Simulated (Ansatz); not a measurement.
The same path of CH$_{4}$BClN$_{2}$O (10 atoms, charge 0, multiplicity 1) was run twice with different band settings.

The calculation used RKS B3LYP/def2-SVP (Ansatz 0.2.0).

Relaxed end points:

```xyz
10
Properties=species:S:1:pos:R:3
N 0.833 -1.540 -0.670
C 0.791 -0.233 -0.251
O 1.746 0.508 -0.280
N -0.475 0.155 0.254
B -0.817 1.454 0.683
Cl -2.456 1.717 1.311
H -0.004 -2.069 -0.878
H 1.688 -1.829 -1.128
H -1.175 -0.579 0.333
H -0.046 2.364 0.629
```

```xyz
10
Properties=species:S:1:pos:R:3
N 0.795 -1.502 -0.788
C 0.757 -0.195 -0.367
O 1.694 0.564 -0.453
N -0.507 0.187 0.148
B -0.797 1.429 0.750
Cl -2.458 1.718 1.304
H 0.120 -2.185 -0.466
H 1.704 -1.851 -1.069
H -1.261 -0.487 0.044
H 0.036 2.271 0.901
```

Common settings: movable images 5; climbing image yes; spring 5.0 eV/Å²; optimiser quadratic models (default); force threshold 0.03 eV/Å; iteration limit 60; end points relaxed.

| run | start path |
| --- | --- |
| 1 | through a guess of the saddle point |
| 2 | straight line |

Q: What does each run give, and how far can it be trusted?

A: Run 1: converged after 18 iterations, highest image 0.002 eV above the first end. The top lies less than 8 meV above the higher end, about what the thresholds resolve: that end is a shoulder or a very shallow well. A vibrational analysis at the climbing image gives one clearly imaginary mode, 147i cm⁻¹: a first-order saddle point.
Run 2: converged after 6 iterations, highest image 0.002 eV above the first end. The top lies less than 8 meV above the higher end, about what the thresholds resolve: that end is a shoulder or a very shallow well. Another band between the same ends (5 images) ends at a top of the same energy, where a vibrational analysis finds 1 clearly imaginary mode.
